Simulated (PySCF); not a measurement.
C₄H₁₁N₂PSi.
Z-matrix (Å and degrees, PBE0-D3(BJ)/def2-SVP geometry), rows numbered from 1:
```
C 
N   1  1.4454
C   2  1.4398  1  115.67
P   2  1.6679  1  120.98  3   179.26
N   4  1.5477  2  109.40  1     1.29
Si  5  1.7052  4  134.91  2  -179.38
C   4  1.7544  2  114.27  1  -153.77
C   7  1.3503  4   67.32  2  -100.58
H   1  1.1051  2  110.82  3   -59.80
H   1  1.1049  2  110.81  3    60.14
H   1  1.0965  2  109.13  3  -179.86
H   3  1.1052  2  111.11  1   -60.63
H   3  1.1053  2  111.10  1    59.30
H   3  1.0974  2  111.14  1   179.33
H   6  1.4956  5  109.64  4  -176.29
H   6  1.5044  5  113.31  4   -56.66
H   6  1.5040  5  113.16  4    64.22
H   7  1.0947  4  155.28  8  -177.72
H   8  1.0947  4  155.13  7   177.24
```

Computed with PySCF at PBE0/pcSseg-1 and B3LYP/def2-SVPD, non-relativistic, on one gas-phase PBE0-D3(BJ)/def2-SVP geometry that isn't relaxed in the solvent. The solvent is an IEF-PCM continuum (Bondi radii, 1.10 Å for H, scaled by 1.2). Only the electrostatic response of the medium enters.

Gas phase at PBE0/pcSseg-1: HOMO -6.67 eV, LUMO -0.91 eV, dipole 4.50 D.

What does the continuum do to the energy, the frontier levels and the dipole at PBE0/pcSseg-1 in acetone and dimethylsulfoxide?

| solvent | ε | E(solvent) − E(gas) (kcal/mol) | polarisation term (kcal/mol) | distortion of the solute (kcal/mol) | HOMO (eV) | LUMO (eV) | dipole (D) |
| --- | --- | --- | --- | --- | --- | --- | --- |
| acetone | 20.49 | -4.67 | -5.67 | 1.00 | -6.54 | -0.66 | 5.76 |
| dimethylsulfoxide | 46.83 | -4.90 | -6.02 | 1.12 | -6.54 | -0.65 | 5.82 |

The first energy column is the sum of the next two and covers electrostatics alone. From acetone to dimethylsulfoxide the lowering changes by a factor 1.05, Onsager's factor (ε − 1)/(2ε + 1) by 1.04 and ε itself by 2.3.

Which radius a makes the point-dipole formula ΔE = −[(ε − 1)/(2ε + 1)]·μ²/a³ give the value in dimethylsulfoxide, with the gas-phase dipole?

μ = 1.770 au and |ΔE| = 0.00781 Eh give a = 3.06 Å; the farthest nucleus lies 4.19 Å from the centroid of the nuclei, so such a sphere wouldn't even hold the nuclei. The formula assumes a rigid point dipole at the centre of a sphere.

Which IAO charges (PBE0/pcSseg-1) respond most in acetone (means over atoms taken as equivalent)?

| atoms | environment | gas (e) | solvent (e) | change |
| --- | --- | --- | --- | --- |
| N5 | nitrogen bonded to P and Si | -1.061 | -1.086 | -0.025 |
| H18/H19 | vinylic hydrogen | +0.166 | +0.181 | +0.015 |
| P4 | phosphorus bonded to 2 C and 2 N | +1.495 | +1.487 | -0.008 |
| C7/C8 | alkene CH carbon | -0.410 | -0.403 | +0.007 |
| H15/H16/H17 | Si–H hydrogen | -0.155 | -0.161 | -0.006 |
| C1/C3 | N-methyl carbon | -0.297 | -0.301 | -0.004 |

How do the nuclear quadrupole coupling constants eQVzz/h respond in acetone?

```json
{"nucleus": "14N at N2", "Q (barn)": "0.02044", "gas (MHz)": "-6.02", "solvent (MHz)": "-5.96", "η gas": "0.03", "η solvent": "0.01"}
{"nucleus": "14N at N5", "Q (barn)": "0.02044", "gas (MHz)": "2.88", "solvent (MHz)": "2.88", "η gas": "0.10", "η solvent": "0.11"}
```

Gas phase at B3LYP/def2-SVPD: HOMO -6.44 eV, LUMO -1.22 eV, dipole 4.54 D.

What does the continuum do to the energy, the frontier levels and the dipole at B3LYP/def2-SVPD in acetone?

```
solvent      ε  E(solvent) − E(gas) (kcal/mol)  polarisation term (kcal/mol)  distortion of the solute (kcal/mol)  HOMO (eV)  LUMO (eV)  dipole (D)
acetone  20.49                           -4.48                         -5.54                                 1.06      -6.32      -0.94        5.93
```

The atom shares or the degeneracy of the HOMO differ from the gas phase in acetone, so that column needn't follow one orbital.

How does the static polarisability (B3LYP/def2-SVPD, frozen core, with the continuum's full static response) change?

```json
{"medium": "gas", "isotropic (au)": "113.7", "principal values (au)": "92.5, 118.7, 129.9", "⟨r²⟩ of the electrons (bohr²)": "1575.4"}
{"medium": "acetone", "isotropic (au)": "152.8", "principal values (au)": "132.2, 160.0, 166.2", "⟨r²⟩ of the electrons (bohr²)": "1574.2"}
```

The isotropic value in acetone is 1.34 times the gas-phase one; no cavity-field correction is applied. ⟨r²⟩ is taken about the centre of nuclear charge.
